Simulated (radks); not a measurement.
The numbers below are computed, except where a source is named.
Sb22+, 29 electrons, occupied as [Ar] 3d10 4s1 (the NIST ground configuration). Level of theory: scalar-relativistic Kohn-Sham, BLYP, spin-polarised, spherical densities, finite nucleus; open shells are filled with parallel spins first (spin-orbit coupling, left out, can overturn this in heavy ions); Fermi nuclear charge, rms radius 4.6802 fm (a radial shooting solver on a logarithmic mesh with Libxc functionals).

Radial electron density D(r) = 4 pi r^2 rho(r):

```
   r/bohr * D(r) (the largest magnitude, 82.3, reaches the edge; | marks zero)
 0.001598 |  *
 0.002048 |   *
 0.002603 |     *
 0.003336 |       *
  0.00424 |           *
 0.005434 |                *
 0.006908 |                     *
 0.008852 |                            *
  0.01125 |                                   *
  0.01442 |                                        *
  0.01833 |                                           *
  0.02349 |                                          *
  0.02986 |                                       *
  0.03827 |                                     *
  0.04865 |                                       *
  0.06234 |                                               *
  0.07925 |                                                      *
   0.1016 |                                                     *
   0.1291 |                                            *
   0.1654 |                                     *
   0.2103 |                                        *
   0.2695 |                                           *
   0.3426 |                                  *
   0.4391 |                 *
   0.5582 |     *
   0.7153 | *
   0.9093 |*
    1.165 *
    1.481 *
    1.898 *
```

D(r) has 3 maxima, at r = 0.0199, 0.0879, 0.261 bohr, and minima at 0.0392, 0.172 bohr, inside which lie 2.00, 11.24 electrons.
